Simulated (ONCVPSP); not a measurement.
**Building the ONCV potential for rubidium (LDA (Perdew-Zunger), scalar-relativistic).**

```json
{"Element": "Rb (Z = 37)", "Generator": "ONCVPSP 4.0.1", "Type": "optimised norm-conserving Vanderbilt (ONCV)", "Functional": "LDA (Perdew-Zunger)", "Relativity": "scalar-relativistic", "Frozen core": "[Ar] 3d10", "Valence charge": "9", "Reference configuration": "4s2 4p6 5p1", "Partial waves": "4s: rc 3.38 bohr, ncon 3, nbas 7, qcut 4.7 1/bohr, 1 projector; 4p+5p: rc 2.50 bohr, ncon 4, nbas 9, qcut 6 1/bohr, 2 projectors; d scattering state at 0.37 Ha: rc 2.25 bohr, ncon 3, nbas 7, qcut 3.9 1/bohr, 2 projectors, debl 0.9 Ha", "Local potential": "polynomial inside 1.90 bohr (lpopt 5, dvloc0 6 Ha)", "Core correction": "Teter function, fcfact 2.75, rcfact 1.25"}
```

Poles of the logarithmic derivatives, all-electron (AE) and pseudo (PS). s: poles at -1.2, 0.8, 3.5 (AE) and -1.2, 0.7, 3.2 (PS) Ha. p: poles at -0.4, 3.2 (AE) and -0.4, 3.1 (PS) Ha. d: poles at 1.1 (AE) and 1.1 (PS) Ha. Test radii: s 3.42, p 2.54, d 2.28 bohr.

- Cutoffs needed: 7.0 Ha and 8.6 Ha (the cutoffs (Ha) at which the residual kinetic energy of the hardest occupied pseudo-wave falls to 1 and 0.1 mHa per electron)
- Ghost test: no bound ghost flagged; no localised positive-energy state flagged
- Largest excitation error: +261 meV (all-electron minus pseudo) for 4s2 4p5 5s1 5p0, out of 4 test configurations
- rms error of d²Exc/dni dnj: 5.34 mHa without and 1.73 mHa with the model core
